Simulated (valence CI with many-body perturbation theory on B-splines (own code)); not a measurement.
Results of a calculation; reference values are marked as such.
**From CI to CI+MBPT in Au⁶⁵⁺**

Method: valence CI with perturbative core correlation (CI+MBPT): four valence electrons over a frozen Dirac-Fock core [Ne], a basis of 11 s, 11 p, 9 d, 7 f, 5 g, 2 h, 1 i functions for each j, with the one-electron correlation potential Σ1 (screened to all orders), the two-electron term Σ2, the three-electron term Σ3, Breit, model QED; selected single and double excitations, second order for the rest (own B-spline code, finite nucleus).

No measured spectrum was set against this ion. As an estimate, large intervals hold to a few tenths of a per cent, small ones and those within an open d or f shell to about a per cent.

Each rung adds one term. CI alone is the Dirac-Coulomb CI over the frozen core; QED comes last and gives the full result, which names the levels. Energies are above (3s^2 3p1/2^2) J=0 on the same rung, in Ry.

Levels are named by their leading jj configuration (3d3/2^4 stands for four electrons in 3d with j = 3/2), which in mixed levels can hold well under half, so a name can repeat and another be missing. Letters in brackets count levels of one name in rising energy.

| Level | CI alone | + Σ1 | + Σ2 | + Σ3 | + Breit | Full |
| --- | --- | --- | --- | --- | --- | --- |
| (3s^2 3p1/2 3p3/2) J=1 | 35.623 | 35.640 | 35.652 | 35.654 | 35.219 | 35.254 |
| (3s^2 3p1/2 3p3/2) J=2 | 36.407 | 36.424 | 36.433 | 36.433 | 35.953 | 35.988 |
| (3s 3p1/2^2 3p3/2) J=2 | 49.554 | 49.549 | 49.556 | 49.561 | 49.460 | 49.079 |
| (3s 3p1/2^2 3p3/2) J=1 | 51.701 | 51.697 | 51.686 | 51.688 | 51.542 | 51.219 |
| (3s^2 3p1/2 3d3/2) J=2 | 53.451 | 53.448 | 53.442 | 53.438 | 52.887 | 52.831 |
| (3s^2 3p1/2 3d3/2) J=1 | 57.054 | 57.050 | 56.992 | 56.980 | 56.557 | 56.436 |
| (3s^2 3p1/2 3d5/2) J=2 | 63.275 | 63.286 | 63.257 | 63.248 | 62.547 | 62.508 |
| (3s^2 3p1/2 3d5/2) J=3 | 63.455 | 63.466 | 63.446 | 63.436 | 62.656 | 62.623 |
| (3s 3p1/2^2 3d3/2) J=1 | 67.640 | 67.615 | 67.597 | 67.595 | 67.479 | 67.002 |
| (3s 3p1/2^2 3d3/2) J=2 | 68.273 | 68.248 | 68.228 | 68.224 | 68.073 | 67.596 |
| (3s^2 3p3/2^2) J=2 | 72.579 | 72.613 | 72.635 | 72.635 | 71.757 | 71.823 |
| (3s^2 3p3/2^2) J=0 | 74.155 | 74.189 | 74.207 | 74.205 | 73.377 | 73.443 |
| (3s 3p1/2^2 3d5/2) J=3 | 77.171 | 77.160 | 77.127 | 77.121 | 76.745 | 76.289 |
| (3s 3p1/2^2 3d5/2) J=2 | 78.266 | 78.255 | 78.219 | 78.209 | 77.864 | 77.406 |
| (3s 3p1/2 3p3/2^2) J=2 [a] | 84.368 | 84.380 | 84.406 | 84.412 | 83.897 | 83.556 |
| (3s 3p1/2 3p3/2^2) J=3 | 85.978 | 85.990 | 86.008 | 86.013 | 85.408 | 85.070 |
| (3s 3p1/2 3p3/2^2) J=0 | 86.730 | 86.742 | 86.764 | 86.767 | 86.251 | 85.947 |
| (3s 3p1/2 3p3/2^2) J=2 [b] | 87.998 | 88.010 | 88.010 | 88.013 | 87.353 | 87.099 |
| (3s 3p1/2 3p3/2^2) J=1 [a] | 88.022 | 88.034 | 88.036 | 88.038 | 87.459 | 87.166 |

Task: How does the ionisation energy move along the ladder, and which term matters most?

Result: CI alone 7770.6, + Σ1 7771.9, + Σ2 7772.0, + Σ3 7771.8, + Breit 7758.8, + QED 7758.4 eV. The largest step is Breit, -13.0 eV. NIST lists 7760 ± 30 eV (theoretical).
